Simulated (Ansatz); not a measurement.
`[OH][Sn]([OH])([F])[Cl]` → `OF` + `[OH][Sn][Cl]` at 500 K and 1 bar (stannylene formation by 1,1-elimination).

Calculated with Ansatz (gas phase, PBE0-D4/def2-TZVP geometries, no zero-point term in ΔE). CBS: MP2 limit from def2 TZ/QZ plus the TZ coupled-cluster correction, frozen cores. This one scheme is used for every species. def2 core potentials past Kr. For Sn outer-core shells are correlated without core-valence functions, which leaves a few kJ/mol of doubt a bond. Each species was taken in one conformer, which may not be the lowest.

```csv
species,CCSD(T)/CBS energy (Eh),H − E (kJ/mol),S (J/(mol·K))
`[OH][Sn]([OH])([F])[Cl]`,-925.27059,125.5,443.0
`OF`,-175.42775,54.9,245.3
`[OH][Sn][Cl]`,-749.66523,63.9,338.4
```

H − E and S are ideal-gas, rigid-rotor, harmonic terms from PBE0-D4/def2-TZVP, for one conformer and one mirror image of each species. 1 Eh = 2625.50 kJ/mol, R = 8.31446 J/(mol·K).

By hand: ΔE, ΔH, ΔS and ΔG.

ΔE = (-175.42775) + (-749.66523) − (-925.27059) = 0.17761 Eh = 466.3 kJ/mol. Δ(H − E) = 54.9 + 63.9 − 125.5 = -6.7, so ΔH = 459.6 kJ/mol. ΔS = 245.3 + 338.4 − 443.0 = 140.7 J/(mol·K). ΔG = 459.6 − 500 × (140.7)/1000 = 389.2 kJ/mol.

By hand: the equilibrium constant, and the temperature at which ΔG would vanish if ΔH and ΔS stayed fixed.

log₁₀ K = −ΔG/(RT ln 10) = -40.7. ΔG = 0 at ΔH/ΔS = 3267 K, far beyond where these terms or the molecules hold.

The number of gas molecules changes by +1, which sets the sign of ΔS. A doubt of 5 kJ/mol in ΔE shifts log₁₀ K by 0.5 here. Other conformers and mirror images would add mixing entropy, several J/(mol·K) or more a flexible species. These are equilibria of isolated gas molecules and say nothing of rates. Largest T1 diagnostic: 0.017 (customary marks: 0.02 for closed shells, 0.045 for open ones).
